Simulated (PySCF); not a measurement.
# Electron correlation in Cl²⁺ (chlorine, charge +2)

[Ne] 3s2 3p3, high-spin 4S determinant. Calculation: PySCF 2.14, in cc-pV(T+d)Z; no relativity, point nucleus. Frozen: [Ne]; 5 electrons correlated.

MP2 pair energies summed by pair of shells (mhartree):

| pair | energy | share (%) |
| --- | --- | --- |
| 3s-3p | -63.77 | 66.4 |
| 3p-3p | -22.27 | 23.2 |
| 3s-3s | -9.97 | 10.4 |

Total MP2 correlation energy: -96.01 mhartree.

Same-spin part -25.63 and opposite-spin part -70.38 mhartree; SCS-MP2 scales them by 1/3 and 6/5 to -93.00 mhartree.

```
  level  correlation energy (mhartree)
   CCSD                        -117.13
    (T)                          -3.35
CCSD(T)                        -120.48
```

Diagnostics: T1 = 0.0029, D1 = 0.0078, largest double amplitude 0.064.

Q: Is a single reference adequate?

A: Yes: T1 lies below 0.03 and no double amplitude reaches 0.07.
